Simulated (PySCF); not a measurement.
Below is a simulated gas-phase C 1s photoelectron spectrum of `C[O+](C)[GaH2-][CH2]Cl`.

Every computed line was given a Gaussian of 0.6 eV full width at half maximum and an area set by the number of equivalent atoms; the highest printed point is 100. Computed, not measured: PySCF 2.14.0, delta-SCF UKS SCAN, pcX-2 on the ionised atom, pcseg-1 elsewhere, spin-free X2C.

binding energy (eV), intensity and a bar:
```
    290.0          0 
    290.1          0 
    290.2          1 
    290.3          4 #
    290.4          8 ##
    290.5         16 #####
    290.6         27 ########
    290.7         39 ############
    290.8         48 ##############
    290.9         50 ###############
    291.0         46 ##############
    291.1         35 ###########
    291.2         23 #######
    291.3         13 ####
    291.4          7 ##
    291.5          3 #
    291.6          1 
    291.7          0 
    291.8          0 
    291.9          0 
    292.0          0 
    292.1          0 
    292.2          0 
    292.3          0 
    292.4          0 
    292.5          2 
    292.6          5 #
    292.7         11 ###
    292.8         24 #######
    292.9         43 #############
    293.0         67 ####################
    293.1         88 ##########################
    293.2        100 ##############################
    293.3         97 #############################
    293.4         81 ########################
    293.5         58 #################
    293.6         36 ###########
    293.7         19 ######
    293.8          8 ###
    293.9          3 #
    294.0          1 
    294.1          0
```

Q: Count the maxima, the lines and the sites behind this envelope.

A: The curve has 2 maxima (at 290.9 and 293.2 eV). Under it lie 2 lines from 2 inequivalent carbon sites.

Q: Decompose the envelope and assign each component. Numbering: `[CH3:1][O+:2]([CH3:3])[GaH2-:4][CH2:5][Cl:6]`.

A: 
```
position (eV)  relative area  line  atoms      environment
       290.89              1  C 1s     C5  sp3 C–Cl carbon
       293.23              2  C 1s  C1/C3  O-methyl carbon
```

Q: What are the centre and the root-mean-square width of the whole band?

A: The area-weighted mean of the lines is 292.45 eV. Their own spread about it is 1.11 eV (rms) and each Gaussian has σ = 0.6/2.355 = 0.25 eV; the variances add, which gives 1.14 eV.

Lowest listed C 1s: C5, bonded to Cl, 2 H and Ga. Highest, 2.34 eV above it: C1/C3, bonded to O and 3 H. Summing the Pauling electronegativity differences to the bonded atoms, each weighted by its formal bond order, gives -0.83 for the lowest site and -0.16 for the highest.

Shake-up satellites, vibrational structure and lifetime widths aren't simulated. One atom of each set of topologically equivalent atoms was ionised and stands for the set; in this conformer not all members are related by symmetry, and their own values weren't computed. The structure is a single PBE0-D3(BJ)/def2-SVP conformer in the gas phase; no vibrational or solvent corrections.

On x86-64 server, one thread, no GPU, on a shared host, this took 57 s wall.

Shape of the structure used: `[CH3:1][O+:2]([CH3:3])[GaH2-:4][CH2:5][Cl:6]`: C1–O2–Ga4–C5 0°, O2–Ga4–C5–Cl6 180°.
